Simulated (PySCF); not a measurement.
# [Ir3]− at several levels of theory

Computed with PySCF 2.14.0 (density fitting, no spin-orbit coupling) at the geometry relaxed with BP86:

```xyz
3
[Ir3]− (triplet)
Ir    0.0000    0.0000    2.2481
Ir    0.0000    0.0000    0.0000
Ir    0.0000    0.0000   -2.2481
```

| level | basis | state | HOMO (eV) | gap (eV) | charge on Ir1 (e) | dipole about the centre of mass (D) | largest force component (eV/Å) |
| --- | --- | --- | --- | --- | --- | --- | --- |
| BP86 | Ir def2-SVP with ECP60 | triplet | 0.06 | 0.19 | -0.41 | 0.00 | 0.02 |
| M06-L | the same | triplet | 0.29 | 0.33 | -0.39 | 0.01 | 0.06 |
| PBE | the same | triplet | 0.20 | 0.20 | -0.40 | 0.01 | 0.08 |
| BLYP | the same | triplet | 0.34 | 0.21 | -0.45 | 0.00 | 0.58 |
| BP86 | Ir def2-TZVP with ECP60 | triplet | -0.05 | 0.19 | -0.50 | 0.00 | 0.22 |

HOMO and gap are taken over both spins. Charges are Mulliken's, which hang on the basis. The relaxation used the grid (50, 194), these runs (75, 302) or, all-electron (x2c bases, spin-free X2C Hamiltonian), (99, 590).

Q: What does wB97X with Ir def2-SVP with ECP60 give here?

A: state triplet, HOMO (eV) -2.03, gap (eV) 4.56, charge on Ir1 (e) -0.44, dipole about the centre of mass (D) 0.00, largest force component (eV/Å) 1.78. Time: 12 s on 2 threads of Arm Neoverse V1, on a shared host, from an already converged density.

Open shells may have lower solutions than the one found.

The highest filled level of some runs lies above zero, as often for anions with such functionals and bases.

A gap near or under zero over both spins lies within a partly filled shell and is no excitation energy.
